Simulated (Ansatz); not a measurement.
Ideal-gas functions of H4NO2SV (`[NH2][V]([OH])([OH])=[S]`) at 600 K and 1 bar, from an Ansatz frequency run at PBE0-D4/def2-TZVP.

Molar mass 133.05 g/mol, point group Cs (symmetry number 1), electronic degeneracy 1, moments of inertia 149.852, 213.651, 215.946 u Å². Harmonic wavenumbers (cm⁻¹, unscaled): 167, 186, 189, 237, 248, 260, 291, 309, 361, 574, 586, 611, 663, 757, 780, 794, 1516, 3564, 3695, 3896, 3899.

Use S(trans) = R[1.5 ln M + 2.5 ln T − 1.1517]; rotational temperatures θ = 24.2544 K / I; S(rot) = R[ln(√π/σ · √(T³/θAθBθC)) + 1.5]; for each mode x = 1.438777 ν̃/T, S = R[x/(eˣ − 1) − ln(1 − e⁻ˣ)] and H = RT x/(eˣ − 1); 1 cm⁻¹ = 0.0119627 kJ/mol; R = 8.31446 J/(mol·K).

Q: By hand: the entropy, in J/(mol·K).

A: Translation 184.4. Rotation: θ = 0.1619, 0.1135, 0.1123 K, giving 122.7. Vibration, mode by mode: 15.98, 15.10, 14.97, 13.12, 12.76, 12.38, 11.47, 10.99, 9.77, 6.28, 6.14, 5.84, 5.28, 4.41, 4.22, 4.11, 1.04, 0.02, 0.01, 0.01, 0.01, in all 153.9. Electronic 0.0. Sum 461.0 J/(mol·K).

Q: By hand: H − E and G − E in kJ/mol, counted from the electronic energy.

A: Zero-point energy ½ × 23583 × 0.0119627 = 141.1; thermal vibration 47.3; translation, rotation and pV give 4 RT = 20.0. H − E = 208.4 kJ/mol, and G − E = 208.4 − 600 × 461.0/1000 = -68.2 kJ/mol.

Vibration gives 33 % of the entropy. The sum counts one conformer and one mirror image; others add a mixing term.
